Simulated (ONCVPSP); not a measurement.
**Scattering properties, ONCV potential for Ag (Z = 47)**

ONCVPSP 4.0.1 input, shortened (lines: element, Z, core and valence counts, functional; n l f; lmax; l rc ep ncon nbas qcut; lloc lpopt rc5 dvloc0; l nproj debl; icmod fcfact rcfact), PBEsol, scalar-relativistic:

```
  Ag 47.00    6    4  -116133      upf
    1    0    2.00
    2    0    2.00
    2    1    6.00
    3    0    2.00
    3    1    6.00
    3    2   10.00
    4    0    2.00
    4    1    6.00
    4    2   10.00
    5    1    1.00
    2
    0    1.35    0.00    4    8   11.40
    1    1.60    0.00    5   10    7.40
    2    1.65    0.00    5   10   10.90
    4    5    1.30    0.00
    0    2    2.70
    1    2    2.50
    2    2    3.40
    0    0.00    0.00
```

In the s channel the program set the typed energies aside and used -3.565, 0.250 Ha.

The phase is arctan(r·R′/R) of the radial function R(r), unwrapped; energies in Ha, scanned from -5 to 5 Ha. A pole is an energy at which the radial function vanishes at the test radius. The pseudo phase is shifted by a multiple of π to meet the all-electron one at the reference energy, and phase errors are pseudo minus all-electron; the curves can meet again beyond the range given. Levels narrower than the energy grid can be missing from the lists of poles.

Problem. For each channel, where are the poles, and over which energies does the pseudopotential scatter like the atom?

Solution.

| channel | radius (bohr) | reference energy (Ha) | poles, all-electron | poles, pseudo | unbroken range about the reference energy with phases within 0.05 rad | phase error 1 Ha above the reference energy (rad) |
| --- | --- | --- | --- | --- | --- | --- |
| s | 1.37 | -3.56 | -2.60 | -2.60 | the whole range | -0.000 |
| p | 1.62 | -0.06 | -1.74 | -1.74 | the whole range | -0.000 |
| d | 1.67 | -0.35 | 0.55 | 0.55 | the whole range | -0.000 |

Phases in the d channel:

```
E (Ha)  all-electron  pseudo
 -4.96         1.325   1.325
 -4.72         1.317   1.317
 -4.48         1.307   1.307
 -4.24         1.296   1.296
 -4.00         1.284   1.284
 -3.76         1.270   1.270
 -3.52         1.254   1.254
 -3.28         1.236   1.236
 -3.04         1.213   1.213
 -2.80         1.187   1.187
 -2.56         1.153   1.153
 -2.32         1.110   1.110
 -2.08         1.053   1.053
 -1.84         0.973   0.973
 -1.60         0.852   0.852
 -1.36         0.655   0.655
 -1.12         0.312   0.312
 -0.88        -0.222  -0.222
 -0.64        -0.754  -0.754
 -0.40        -1.095  -1.095
 -0.16        -1.293  -1.293
  0.08        -1.419  -1.419
  0.32        -1.506  -1.506
  0.56        -1.573  -1.573
  0.80        -1.629  -1.629
  1.04        -1.679  -1.679
  1.28        -1.727  -1.727
  1.52        -1.775  -1.775
  1.76        -1.828  -1.828
  2.00        -1.890  -1.890
  2.24        -1.965  -1.965
  2.48        -2.063  -2.063
  2.72        -2.200  -2.200
  2.96        -2.401  -2.401
  3.20        -2.702  -2.702
  3.44        -3.110  -3.110
  3.68        -3.529  -3.529
  3.92        -3.851  -3.851
  4.16        -4.066  -4.066
  4.40        -4.209  -4.209
  4.64        -4.308  -4.309
  4.88        -4.381  -4.381
```
